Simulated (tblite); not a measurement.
Hexylamine, C6H15N.
Bonds: C1–C2, C2–C3, C3–C4, C4–C5, C5–C6, C6–N7. Hydrogens: H8, H9, H10 on C1; H11, H12 on C2; H13, H14 on C3; H15, H16 on C4; H17, H18 on C5; H19, H20 on C6; H21, H22 on N7.

Computed with GFN2-xTB (tblite), gas phase: nudged elastic band of 9 images (0 to 8), spring 0.2 eV/Å², climbing image at the end, force threshold 0.05 eV/Å. No saddle search or frequency run followed, so the top image need not be a first-order saddle, and its height can exceed the method's true barrier by a kcal/mol or more.

The band describes a rotation about C5–C6 (chain CH2 carbon, sp3 carbon bound to nitrogen), followed by the dihedral C4–C5–C6–N7, from the optimised start (63°) to a second optimised geometry at 175°.

Problem. How does the energy change from image to image?

Solution. 
| image | dihedral (°) | E (kJ/mol) | C5–C6 (Å) | C4···N7 (Å) | largest true force (eV/Å) |
| --- | --- | --- | --- | --- | --- |
| 0 | 63 | 0.00 | 1.528 | 2.97 | 0.01 |
| 1 | 75 | 1.63 | 1.528 | 3.11 | 0.03 |
| 2 | 89 | 5.25 | 1.532 | 3.26 | 0.05 |
| 3 | 103 | 8.70 | 1.535 | 3.41 | 0.04 |
| 4 | 118 | 10.01 | 1.537 | 3.54 | 0.03 |
| 5 | 132 | 8.56 | 1.535 | 3.64 | 0.05 |
| 6 | 147 | 5.30 | 1.531 | 3.73 | 0.06 |
| 7 | 162 | 2.07 | 1.528 | 3.78 | 0.05 |
| 8 | 175 | 0.33 | 1.527 | 3.81 | 0.01 |

Barriers of this band. The top is image 4 at 118°: 10.01 kJ/mol forward and 9.68 kJ/mol back; the end lies 0.33 kJ/mol above the start. The central bond is 0.009 Å longer at the top than at the start.

Problem. What rate follows at 350 K for crossing this barrier forward?

Solution. Taking the electronic barrier for the free energy of activation (no zero-point or entropy terms, transmission 1), rate = (kT/h)·exp(−ΔE/kT) ≈ 2 × 10^11 s⁻¹, whose inverse is 4 × 10^-12 s. An error of 1 kcal/mol in the barrier changes this by a factor of 4, and the method and the loose band can each miss by that much or more. The barrier is only 3.4 kT, where transition-state theory is rough.

Problem. How long is the path, and how are the images spaced?

Solution. Cartesian distances between aligned neighbours (all atoms, Å): 0.58, 0.62, 0.63, 0.63, 0.63, 0.64, 0.65, 0.75; the sum is 5.14 Å, and the top lies 48 % of the way along.

The cost below is that of the whole band run. On one thread of an Intel Xeon Platinum 8259CL at 2.50 GHz, no GPU, shared host, this took 5.0 s of wall time and 0.19 GiB of memory at its peak.
